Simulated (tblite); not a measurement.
Species: CH9BF2Si3.
SMILES with atom numbers: `[F:1][BH:2][CH2:3][SiH2:4][Si@H:5]([F:6])[SiH3:7]` (hydrogens: H8 on B2; H9, H10 on C3; H11, H12 on Si4; H13 on Si5; H14, H15, H16 on Si7)

Computed with GFN2-xTB (tblite), gas phase: L-BFGS steps from a force-field or distance-geometry start until the largest atomic force falls under 0.01 eV/Å.

Geometry at step 8:
```
atom  x, y, z in Å
F1      2.4531   -1.9778   -0.6404
B2      2.4585   -1.0180    0.2616
C3      2.1678    0.4304   -0.2340
Si4     0.4640    0.4066   -1.1166
Si5    -1.1182   -0.6319    0.1988
F6     -1.7415   -1.8101   -0.7384
Si7    -2.8678    0.7406    0.7825
H8      2.6750   -1.3994    1.3613
H9      2.8825    0.7751   -0.9822
H10     2.2044    1.1290    0.5955
H11     0.6344   -0.2357   -2.4306
H12     0.0828    1.8209   -1.3160
H13    -0.6054   -1.4325    1.3226
H14    -2.8296    1.9452   -0.0565
H15    -2.7056    1.1880    2.1693
H16    -4.1619    0.0787    0.6140
```

Question: Give the atomic forces at this geometry.

Answer: 
| atom | Fx (eV/Å) | Fy (eV/Å) | Fz (eV/Å) |
| --- | --- | --- | --- |
| F1 | 0.053 | -0.280 | -0.220 |
| B2 | 0.211 | -0.011 | 0.004 |
| C3 | 0.115 | -0.158 | 0.203 |
| Si4 | 0.029 | 0.012 | 0.018 |
| Si5 | -0.001 | -0.122 | -0.017 |
| F6 | -0.012 | -0.013 | 0.061 |
| Si7 | 0.007 | -0.028 | 0.057 |
| H8 | -0.113 | 0.231 | -0.080 |
| H9 | 0.000 | -0.099 | 0.076 |
| H10 | -0.123 | 0.230 | -0.062 |
| H11 | 0.040 | 0.130 | 0.032 |
| H12 | 0.078 | -0.036 | -0.090 |
| H13 | 0.010 | 0.005 | -0.076 |
| H14 | -0.105 | -0.009 | 0.030 |
| H15 | -0.136 | 0.014 | -0.007 |
| H16 | -0.054 | 0.134 | 0.070 |

The largest, 0.36 eV/Å, acts on F1; the rms over all components is 0.106 eV/Å. The forces sum to zero within rounding, as they must for an isolated molecule in no field.

Question: Give the force on F1 in Eh/bohr and in nN.

Answer: 0.360 eV/Å ÷ 51.422 = 0.00700 Eh/bohr, and 0.360 eV/Å × 1.602 = 0.58 nN.

Question: How far is this geometry from the end of the optimisation?

Answer: 0.164 eV above it, and 1.123 Å rms away after alignment. The bonds farthest from their final lengths, with half the difference of the two atoms' forces along the bond (positive lengthens):

```json
{"bond": "Si5–Si7", "now (Å)": "2.299", "final (Å)": "2.321", "force along bond (eV/Å)": "+0.03"}
{"bond": "B2–C3", "now (Å)": "1.558", "final (Å)": "1.544", "force along bond (eV/Å)": "-0.09"}
{"bond": "Si4–Si5", "now (Å)": "2.305", "final (Å)": "2.317", "force along bond (eV/Å)": "+0.03"}
{"bond": "F1–B2", "now (Å)": "1.317", "final (Å)": "1.324", "force along bond (eV/Å)": "+0.18"}
{"bond": "C3–Si4", "now (Å)": "1.919", "final (Å)": "1.925", "force along bond (eV/Å)": "+0.08"}
{"bond": "B2–H8", "now (Å)": "1.184", "final (Å)": "1.178", "force along bond (eV/Å)": "-0.11"}
```

The angle farthest from its final value is Si4–Si5–Si7, 113.5° against 120.1°.

Of the 3 listed bonds off by 0.010 Å or more, this force points towards the final length in 3.

The cost below is that of the whole relaxation. Time: 3.3 s. Hardware: one thread, Arm Neoverse N1 (aarch64), on a shared host.
